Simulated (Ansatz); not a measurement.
CH3ClF2OSi, SMILES `O[Si](F)(F)CCl`, relaxed with RKS PBE-D4/def2-SVP in the Gaussian-basis code of Ansatz from a rough embedded geometry. The force threshold is 0.03 eV/Å; the program also tests the step.

Charge 0, multiplicity 1.

Start:

```xyz
9

O     1.815    0.639    0.148
Si    0.183    0.379    0.631
F     0.155   -0.123    2.163
F    -0.439    1.809    0.582
C    -0.772   -0.805   -0.379
Cl   -0.671   -0.385   -2.113
H     1.896    1.191   -0.592
H    -0.346   -1.848   -0.285
H    -1.822   -0.857   -0.156
```

By how much does the energy fall, and how many steps does the optimiser take? (Estimate.)

The calculation gave: 0.37 eV, in 14 steps, 1 of them rejected.

Which bonds change most? (Estimate.)

The calculation gave: O1–Si2 from 1.721 to 1.647 Å; Si2–F4 from 1.560 to 1.624 Å; Si2–C5 from 1.826 to 1.880 Å; O1–H7 from 0.927 to 0.976 Å.

Give the relaxed structure. (An estimate is asked.)

The calculation gave: 
```xyz
9

O     1.697    0.788    0.136
Si    0.182    0.465    0.697
F     0.320   -0.125    2.201
F    -0.717    1.812    0.819
C    -0.713   -0.773   -0.399
Cl   -0.365   -0.335   -2.126
H     1.760    0.733   -0.836
H    -0.353   -1.808   -0.232
H    -1.811   -0.758   -0.259
```
